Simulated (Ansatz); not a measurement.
H3O (SMILES [OH3+]) at its CCSD(T)/cc-pVQZ minimum, average atomic masses, point group C3v.
(charge 1, multiplicity 1):
| atom | x (Å) | y (Å) | z (Å) |
|---|---|---|---|
| O | 0.0001 | -0.0004 | 0.0457 |
| H | -0.5827 | -0.7271 | -0.2454 |
| H | -0.3410 | 0.8703 | -0.2338 |
| H | 0.9216 | -0.1376 | -0.2454 |

Frozen-core correlation.

Programs: Ansatz (Gaussian orbitals). Values without a source in brackets are computed.

Harmonic frequencies (cm⁻¹): 892 1699 1699 3607 3706 3706.

Question: Work out the rotational constants, the zero-point energy, and the ideal-gas entropy and heat capacity at 298.15 K and 1 bar (rigid rotor, harmonic oscillator).

Answer: 
Principal moments 1.525, 1.525, 2.631 u Å² give 16.8576/I = 11.05, 11.05, 6.407 cm⁻¹. Zero point: Σω/2 = 7654 cm⁻¹ = 21.88 kcal/mol. Translation R(1.5 ln M + 2.5 ln T − 1.1517) with M = 19.023 u: 145.59 J/(mol K). Rotation with σ = 3: q = 63.0, S = R(ln q + 3/2) = 46.92. Vibration, summed over R(u/(eᵘ − 1) − ln(1 − e⁻ᵘ)) with u = 1.43878ω/T: 0.64, of which the lowest mode gives 0.60. S° = 193.2 J/(mol K); C_p = 4R + 2.45 = 35.70 J/(mol K).

Ansatz is a quantum-chemistry and plane-wave program.
